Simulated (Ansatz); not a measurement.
Geometry optimisation, RHF/def2-SVP (Ansatz 0.2.0).

input.yaml

```yaml
crystal:
  periodic: [false, false, false]
  atoms:
    - { symbol: Sn, position_ang: [0.0, 0.0, 0.0] }
    - { symbol: H, position_ang: [1.0906, 0.0, 1.6043] }
    - { symbol: O, position_ang: [2.0665, 0.0, 0.6288] }
    - { symbol: H, position_ang: [2.3829, -0.9521, 0.5121] }
    - { symbol: O, position_ang: [-0.9232, 1.5994, -0.6527] }
    - { symbol: H, position_ang: [-1.881, 1.3686, -0.8751] }
    - { symbol: O, position_ang: [-0.9232, -1.5994, -0.6527] }
    - { symbol: H, position_ang: [-1.3778, -2.065, 0.1197] }
basis:
  gaussian: { orbitals: def2-SVP }
hamiltonian:
  xc: hf
relax:
  f_tol: 0.15
  max_steps: 25
  restrain:
    - { distance: [1, 2], at: 2.21, k: 30.0 }
    - { distance: [0, 1], at: 1.74, k: 30.0 }
    - { distance: [0, 2], at: 1.96, k: 30.0 }
```

Command:

```bash
$ ansatz run input.yaml --threads 1 --pin off --max-ram 2048MiB --backend cpu --events-out ev --progress --plain --runs-dir out
```

Question: Where does it end, and by what steps?

Answer: The run converged. The restraints hold the end off the free minimum. After 14 steps the energy has fallen by 3.736 eV (the restraints' own energy left out); H4 moved furthest, 0.97 Å.

| step | energy less start (eV) | largest force component (eV/Å) | accepted |
| --- | --- | --- | --- |
| 0 | 0.0000 | 3.185 | yes |
| 1 | -1.1755 | 2.683 | yes |
| 2 | -2.2587 | 2.344 | yes |
| 3 | -3.2193 | 1.709 | yes |
| 4 | -3.3574 | 1.704 | yes |
| 5 | -3.3986 | 1.645 | yes |
| 6 | -3.4205 | 1.663 | yes |
| 7 | -3.4650 | 1.654 | yes |
| 8 | -3.5840 | 1.529 | yes |
| 9 | -3.4805 | 4.207 | no |
| 10 | -3.6304 | 1.506 | yes |
| 11 | -3.6769 | 1.484 | yes |
| 12 | -3.7302 | 1.456 | yes |
| 13 | -3.7016 | 2.843 | no |
| 14 | -3.7358 | 1.464 | yes |

```xyz
8
Properties=species:S:1:pos:R:3
Sn -0.055 -0.011 0.476
H 0.392 0.094 2.116
O 1.862 -0.342 0.442
H 2.376 -0.494 -0.338
O -0.663 1.520 -0.548
H -1.305 1.349 -1.222
O -1.147 -1.439 -0.274
H -1.026 -2.326 0.032
```

Run time: 34 s on 1 thread of Arm Neoverse V1, on a shared host, peak memory 0.17 GiB.
